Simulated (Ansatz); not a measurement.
Consider the formal exchange of groups at the Si–S bond: `CS[SiH2][SeH]` + `N=C[SiH3]` → `[SiH3][SiH2][SeH]` + `CSC=N`.

Gas-phase electronic energies from Ansatz, PBE0-D4/def2-TZVP geometries. CCSD(T)/CBS adds triple-zeta CCSD(T) − MP2 to the extrapolated MP2 energy (def2 sets, frozen cores). Functionals use def2-TZVPP. For Se outer-core shells are correlated without core-valence functions, which leaves a few kJ/mol of doubt a bond. Scalar relativity is left out up to krypton. Each species was taken in one conformer, which may not be the lowest.

`CS[SiH2][SeH]`:

Z-matrix (Å, degrees):
```
C
S 1 1.814
H 1 1.089 2 106.8
H 1 1.090 2 111.0 3 118.8
H 1 1.090 2 110.5 3 -118.7
Si 2 2.117 1 100.1 3 172.9
Se 6 2.290 2 111.9 1 -59.5
H 6 1.485 2 112.6 1 59.7
H 6 1.482 2 104.6 1 -179.6
H 7 1.468 6 92.3 2 122.7
```

`N=C[SiH3]`:

Z-matrix (Å, degrees):
```
Si
C 1 1.889
H 1 1.488 2 108.9
H 1 1.481 2 109.8 3 -121.3
H 1 1.488 2 108.9 3 117.3
N 2 1.269 1 119.7 3 121.5
H 2 1.102 1 118.3 3 -58.6
H 6 1.023 2 111.5 1 180.0
```

`[SiH3][SiH2][SeH]`:

Cartesian coordinates in Å:
```
Si 0.458 0.658 -1.137
Si -0.234 0.160 1.038
Se -1.423 -1.794 1.046
H 1.293 1.890 -1.173
H -0.732 0.845 -2.007
H 1.264 -0.481 -1.656
H 0.924 0.093 1.970
H -1.195 1.171 1.551
H -0.355 -2.542 0.368
```

`CSC=N`:

Cartesian coordinates in Å:
```
C 1.031 -0.267 -0.992
S -0.655 -0.850 -0.819
C -1.124 -0.023 0.635
N -0.358 0.750 1.279
H 1.431 -0.737 -1.890
H 1.619 -0.553 -0.121
H 1.046 0.817 -1.094
H -2.158 -0.264 0.906
H -0.830 1.128 2.097
```

| level | ΔE (kJ/mol) |
| --- | --- |
| r2SCAN-D4 | 26.9 |
| PBE0-D4 | 27.7 |
| ωB97X-V | 37.0 |
| MP2/def2-TZVPP | 44.3 |
| SCS-MP2/def2-TZVPP | 46.9 |
| CCSD/def2-TZVPP | 43.9 |
| CCSD(T)/def2-TZVPP | 41.3 |
| MP2/CBS(def2) | 46.9 |

Q: What does CCSD(T)/CBS give? (Best estimate.)

A: Computed: +43.9 kJ/mol. The listed levels differ from it by -17.0, -16.2, -6.9, 0.4, 3.0, 0.0, -2.6, 3.0 kJ/mol.

Largest T1 diagnostic among the species: 0.013.

From PBE to PBE0 (25 % exact exchange), in def2-TZVPP and without D4, ΔE moves by +6.6 kJ/mol. In def2-TZVPP, CCSD(T) changes the Hartree–Fock value by −10.6 kJ/mol (the triples alone add −2.6 kJ/mol) and MP2 by −7.7 kJ/mol.
